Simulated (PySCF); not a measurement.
Electron correlation in Mg²⁺ (magnesium, charge +2)

Starting occupation: [Ne]. Computed with PySCF 2.14 in an uncontracted even-tempered set (20 s from 0.015 bohr⁻², ratio 2.6; 14 p from 0.019 bohr⁻², ratio 2.6; 8 d from 0.02 bohr⁻², ratio 2.8; 3 f from 4.2 bohr⁻², ratio 2.8), with X2C-1e with screened-nucleus spin-orbit coupling, Gaussian nucleus. Frozen: 1s2; 8 electrons correlated; the 50 highest virtual spinors left out.

MP2 pair energies summed by pair of shells (mhartree):

```tsv
pair	energy	share (%)
2p1/2-2p3/2	-92.73	33.0
2p3/2-2p3/2	-87.25	31.1
2p3/2-2s1/2	-46.47	16.6
2p1/2-2s1/2	-23.27	8.3
2p1/2-2p1/2	-20.48	7.3
2s1/2-2s1/2	-10.54	3.8
```

Total MP2 correlation energy: -280.74 mhartree.

The virtual space was cut to 50 spinors, which keep -220.68 of the -280.74 mhartree of MP2 correlation.

```
  level  correlation energy (mhartree)
   CCSD                        -223.81
    (T)                          -0.90
CCSD(T)                        -224.71
```

Diagnostics: T1 = 0.0021, largest double amplitude 0.018.

Is a single reference adequate?

Yes: T1 lies below 0.03 and no double amplitude reaches 0.07.

The coupled-cluster values are those of the cut space; adding the MP2 remainder, -60.06 mhartree, estimates the full space.
